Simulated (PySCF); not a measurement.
**Heteronuclear NMR**

Structure with atom numbers: `[CH2:1]=[C:2]([C:3]#[C:4][C:5]#[N:6])/[CH:7]=[CH:8]/[CH2:9][CH2:10][C:11]#[N:12]`; H(Xn) means a hydrogen on atom n. Ha(C1) is cis to C3; Hb(C1) is trans to C3.

PySCF 2.14.0 with density-fitted response routines calculation with geometry from GFN2-xTB and PBE0/pcSseg-1 with gauge-including orbitals; one computed conformer, no solvent model, relativity neglected, rapidly exchanging positions averaged.

Where does 15N resonate?

Answers


```json
{"atoms": "N6", "environment": "nitrile nitrogen", "σ (ppm)": "-50.5", "δ (ppm)": "-101.5"}
{"atoms": "N12", "environment": "nitrile nitrogen", "σ (ppm)": "-35.7", "δ (ppm)": "-115.2"}
```

Shieldings were converted by a linear fit to measured shifts: 15N (scatter 6.3 ppm rms vs CH3NO2, solution or neat liquid). A few per cent of atoms miss by over 2 rms, more outside the fitted compound classes.

On a 400 MHz spectrometer 15N resonates near 40.5 MHz, so 1 ppm is 40.5 Hz.
